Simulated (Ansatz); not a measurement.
Geometry optimisation, RHF/def2-SVP (Ansatz 0.2.0).

Input file:

```yaml
crystal:
  periodic: [false, false, false]
  atoms:
    - { symbol: W, position_ang: [0.0, 0.0, 0.0] }
    - { symbol: H, position_ang: [0.0, 0.0, 2.07] }
    - { symbol: H, position_ang: [1.72, 0.0, 0.0] }
    - { symbol: H, position_ang: [0.0, 1.72, 0.0] }
    - { symbol: H, position_ang: [-1.72, 0.0, 0.0] }
    - { symbol: H, position_ang: [0.0, -1.72, 0.0] }
    - { symbol: H, position_ang: [0.0, 0.0, -1.72] }
    - { symbol: S, position_ang: [1.7875, 1.8621, 0.8577] }
    - { symbol: H, position_ang: [2.8002, 1.2341, 1.5926] }
    - { symbol: H, position_ang: [0.7102, 0.7399, 2.0854] }
basis:
  gaussian: { orbitals: def2-SVP }
hamiltonian:
  xc: hf
relax:
  f_tol: 0.15
  max_steps: 25
  restrain:
    - { distance: [0, 7], at: 3.62, k: 30.0 }
    - { distance: [9, 1], at: 1.86, k: 30.0 }
    - { distance: [0, 1], at: 1.72, k: 30.0 }
    - { distance: [9, 7], at: 1.4, k: 30.0 }
```

Command:

```bash
$ ansatz run input.yaml --threads 1 --pin off --max-ram 2048MiB --backend cpu --events-out ev --progress --plain --runs-dir out
```

Task: Where does it end, and by what steps?

Result: The forces met the threshold. The restraints hold the end off the free minimum. After 22 steps the energy has fallen by 5.870 eV (the restraints' own energy left out); S8 moved furthest, 1.48 Å. Parted: W1–S8 (2.72 → 3.62 Å). Joined: S8–H10 (1.98 → 1.37 Å).

```json
{"step": "0", "energy less start (eV)": "0.0000", "largest force component (eV/Å)": "3.936", "accepted": "yes"}
{"step": "1", "energy less start (eV)": "1.1837", "largest force component (eV/Å)": "5.281", "accepted": "yes"}
{"step": "2", "energy less start (eV)": "0.8850", "largest force component (eV/Å)": "5.450", "accepted": "yes"}
{"step": "3", "energy less start (eV)": "-0.4352", "largest force component (eV/Å)": "3.367", "accepted": "yes"}
{"step": "4", "energy less start (eV)": "-1.9333", "largest force component (eV/Å)": "2.341", "accepted": "yes"}
{"step": "5", "energy less start (eV)": "-3.3753", "largest force component (eV/Å)": "1.646", "accepted": "yes"}
{"step": "6", "energy less start (eV)": "-4.1826", "largest force component (eV/Å)": "2.748", "accepted": "yes"}
{"step": "7", "energy less start (eV)": "-4.2885", "largest force component (eV/Å)": "2.065", "accepted": "yes"}
{"step": "8", "energy less start (eV)": "-4.3797", "largest force component (eV/Å)": "1.773", "accepted": "yes"}
{"step": "9", "energy less start (eV)": "-4.4532", "largest force component (eV/Å)": "1.689", "accepted": "yes"}
{"step": "10", "energy less start (eV)": "-4.4809", "largest force component (eV/Å)": "1.439", "accepted": "yes"}
{"step": "11", "energy less start (eV)": "-4.5788", "largest force component (eV/Å)": "1.302", "accepted": "yes"}
{"step": "12", "energy less start (eV)": "-4.6953", "largest force component (eV/Å)": "1.130", "accepted": "yes"}
{"step": "13", "energy less start (eV)": "-4.9036", "largest force component (eV/Å)": "1.300", "accepted": "yes"}
{"step": "14", "energy less start (eV)": "-5.2295", "largest force component (eV/Å)": "1.483", "accepted": "yes"}
{"step": "15", "energy less start (eV)": "-5.4980", "largest force component (eV/Å)": "1.276", "accepted": "yes"}
{"step": "16", "energy less start (eV)": "-5.6883", "largest force component (eV/Å)": "1.132", "accepted": "yes"}
{"step": "17", "energy less start (eV)": "-5.7788", "largest force component (eV/Å)": "1.157", "accepted": "yes"}
{"step": "18", "energy less start (eV)": "-5.8288", "largest force component (eV/Å)": "1.210", "accepted": "yes"}
{"step": "19", "energy less start (eV)": "-5.8544", "largest force component (eV/Å)": "1.235", "accepted": "yes"}
{"step": "20", "energy less start (eV)": "-5.8691", "largest force component (eV/Å)": "1.168", "accepted": "yes"}
{"step": "21", "energy less start (eV)": "-5.8321", "largest force component (eV/Å)": "1.704", "accepted": "no"}
{"step": "22", "energy less start (eV)": "-5.8702", "largest force component (eV/Å)": "1.143", "accepted": "yes"}
```

```xyz
10
Properties=species:S:1:pos:R:3
W -0.197 -0.285 0.122
H 0.656 -0.535 1.595
H 1.439 -0.193 -0.134
H 0.335 0.780 -1.028
H -1.213 1.083 0.010
H -1.076 -1.687 -0.325
H 0.380 -0.964 -1.271
S 1.269 2.312 2.169
H 2.307 2.353 1.329
H 1.399 0.972 2.418
```

The run took 22 s on 1 thread of AMD EPYC 9B45 (Zen 5) (shared host), peak memory 0.2 GiB.
